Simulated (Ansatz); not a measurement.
`OB(O)Cl` and `OB(O)Br` differ in one element.

Ansatz, PBE0-D4/def2-TZVP geometries, multiplicity 1. Each molecule was computed in one conformer, which needn't be the lowest.

Scalar relativity is left out up to krypton.

```
                               property  `OB(O)Cl`
   HOMO–LUMO gap (PBE0/def2-TZVPP) / eV       9.67
    LUMO energy (B3LYP/def2-TZVPP) / eV       0.13
     HOMO energy (PBE0/def2-TZVPP) / eV      -9.14
HOMO–LUMO gap (ωB97M-V/def2-TZVPP) / eV      13.37
  HOMO energy (ωB97M-V/def2-TZVPP) / eV     -11.46
      HOMO energy (PBE/def2-TZVPP) / eV      -7.64
```

**Question.** Give the same properties after the change, and the shifts. (Best estimate.)

**Answer.** Ansatz gave: 
```csv
property,`OB(O)Br`,shift
HOMO–LUMO gap (PBE0/def2-TZVPP) / eV,8.90,-0.77
LUMO energy (B3LYP/def2-TZVPP) / eV,0.08,-0.05
HOMO energy (PBE0/def2-TZVPP) / eV,-8.43,0.71
HOMO–LUMO gap (ωB97M-V/def2-TZVPP) / eV,12.55,-0.82
HOMO energy (ωB97M-V/def2-TZVPP) / eV,-10.69,0.77
HOMO energy (PBE/def2-TZVPP) / eV,-7.09,0.55
```

With PBE0 the HOMO rises by 0.71 eV and the LUMO falls by 0.07 eV, so the gap narrows by about 0.78 eV. PBE moves the HOMO by 0.55 eV and ωB97M-V by 0.77 eV.

B3LYP here is the variant with VWN-RPA as its local correlation; programs differ in this.

Spin–orbit coupling is left out; it splits and shifts lone-pair levels of the heavy atoms by tenths of an eV.
